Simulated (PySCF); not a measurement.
C3H2O, SMILES O=c1cc1. Geometry: PBE-D3(BJ)/def2-SVP.

Computed equilibrium geometry at PBE-D3(BJ)/def2-SVP (PySCF confirms it by a frequency run) as bond lengths and angles, and its point group:
point group C2v.
Atoms: O1 C2 C3 C4 H5 H6. Bond lengths (Å): O1–C2 1.208, C2–C3 1.448, C2–C4 1.448, C3–C4 1.358, C3–H5 1.102, C4–H6 1.102. Angles (°): O1–C2–C3 152.1, O1–C2–C4 152.1, C3–C2–C4 55.9, C2–C3–C4 62.1, C2–C3–H5 154.5, C4–C3–H5 143.5, C2–C4–C3 62.1, C2–C4–H6 154.5, C3–C4–H6 143.5.
Charge 0, spin multiplicity 1.
